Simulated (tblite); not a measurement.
F$_{2}$Ge, singlet, geometry from GFN2-xTB; GFN1-xTB (tblite).

The tblite input:
```
$ tblite run mol.xyz --method gfn1 --charge 0 --spin 0 --etemp 2000 --json tblite.json --no-restart

# file mol.xyz
3

Ge     0.01332486    -0.01119836     0.43892087
F      0.62471047     1.17087434    -0.77062296
F     -0.67208775    -1.13105795    -0.78998457
```

It wrote (shortened):

```
xTB calculator
 | screened Coulomb repulsion
 | Coulomb electrostatics
 |  * isotropic Klopman-Ohno-Mataga-Nishimoto electrostatics
 |  * onsite third-order electrostatics
 | DFT-D3(BJ) dispersion correction

halogen bonding energy    0.0000000000000E+00 Eh
repulsion energy          3.8219365133091E-03 Eh
dispersion energy        -3.7324321158118E-04 Eh
number of electrons       1.8000000000000E+01 e
integral cutoff           4.0000000000000E+01 bohr

------------------------------------------------------------
  cycle        total energy    energy error   density error
------------------------------------------------------------
      1     -11.70141769104  -1.1704866E+01   7.1376254E-01
      2     -11.97057649366  -2.6915880E-01   1.9432307E-01
      3     -11.97336153059  -2.7850369E-03   1.0542018E-01
      4     -11.97198700358   1.3745270E-03   6.1278046E-02
      5     -11.95667665332   1.5310350E-02   1.3096665E-01
      6     -11.97556932973  -1.8892676E-02   8.3359828E-03
      7     -11.97560285625  -3.3526514E-05   6.1531818E-03
      8     -11.97562758293  -2.4726686E-05   3.8910918E-03
      9     -11.97564362753  -1.6044601E-05   5.1618774E-04
     10     -11.97564391450  -2.8696596E-07   1.1734397E-05
------------------------------------------------------------

electronic energy        -1.1979092607800E+01 Eh
total energy             -1.1975643914498E+01 Eh

Post processing:
 | Mayer-Wiberg bond orders

[Info] JSON dump of results written to 'tblite.json'
```
